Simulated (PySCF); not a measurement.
## Quadrupolar nuclei of `C[C@@H]1[SiH2]C[C@H]2[SiH2]O[SiH2][C@@H]12` in NMR

Compound: C₅H₁₄OSi₃.
Geometry (GFN2-xTB, Å), atoms numbered from 1 in this order:
```xyz
23
C5H14OSi3 angstrom
C     -0.8791    2.0182   -1.2448
C     -0.3021    0.6603   -0.8678
Si    -1.3512   -0.8458   -1.3967
C     -1.0957   -1.7801    0.2372
C     -0.0252   -0.9878    0.9994
Si     1.8008   -1.4629    0.7032
O      2.4727   -0.0070    1.0457
Si     1.5017    1.3005    1.2505
C     -0.1352    0.5142    0.6563
H     -0.9527    2.1168   -2.3260
H     -1.8758    2.1428   -0.8243
H     -0.2520    2.8259   -0.8679
H      0.6868    0.5751   -1.3335
H     -2.7575   -0.4916   -1.6266
H     -0.8162   -1.5375   -2.5741
H     -0.7937   -2.8184    0.1075
H     -2.0259   -1.7974    0.8097
H     -0.2006   -1.1026    2.0779
H      2.3374   -2.4038    1.6799
H      2.1282   -1.7975   -0.6803
H      1.5114    1.6459    2.6698
H      2.0512    2.3340    0.3832
H     -1.0321    0.9260    1.1319
```

Computed at PBE0/pcSseg-1 (PySCF, non-relativistic):

| atom | environment | nucleus | spin I | Q (b) | CQ = χzz (MHz) | η |
| --- | --- | --- | --- | --- | --- | --- |
| O7 | siloxane oxygen | 17O | 5/2 | -0.0256 | -5.606 | 0.301 |

**Question.** Recover the principal values of the field gradient from CQ = 234.96 MHz × Q × Vzz, η = (Vxx − Vyy)/Vzz and a zero trace.

**Answer.** Vxx = −Vzz(1 − η)/2 and Vyy = −Vzz(1 + η)/2, in au:

```tsv
atom	Vxx (au)	Vyy (au)	Vzz (au)	Vzz (10²¹ V/m²)
O7	-0.326	-0.606	0.932	9.06
```

**Question.** Give the quadrupolar product PQ = |CQ|√(1 + η²/3), the quadrupolar frequency νQ = 3|CQ|/[2I(2I − 1)] and the Larmor frequency ν0 = |g| × 7.62259 MHz/T × B at 21.15 T, with g(17O) = −0.75752.

**Answer.** 
```tsv
atom	PQ (MHz)	νQ (MHz)	ν0 (MHz)	νQ/ν0
O7	5.690	0.841	122.13	0.007
```

For O7: PQ = 5.606 × 1.0149, νQ = 5.606 × 0.1500, ν0 = 5.7742 MHz/T × 21.15 T.

**Question.** For half-integer spins with νQ below a tenth of ν0, find the second-order shift of the centre of gravity of the central transition at 21.15, 23.5 and 28.2 T.

**Answer.** δ = −(3/40)(PQ/ν0)² [I(I + 1) − 3/4]/[I²(2I − 1)²], in ppm:

```csv
site,21.15 T,23.5 T,28.2 T
17O at O7,-13,-10.6,-7.33
```

Solvent, lattice and vibrations would change these gradients. Geometry: GFN2-xTB, one conformer, isolated molecule. GFN2-xTB bond lengths can be off by several hundredths of an ångström, more for odd bonds, and the gradients follow them. The basis is small and wasn't made for field gradients, so the couplings can be 20 % off.
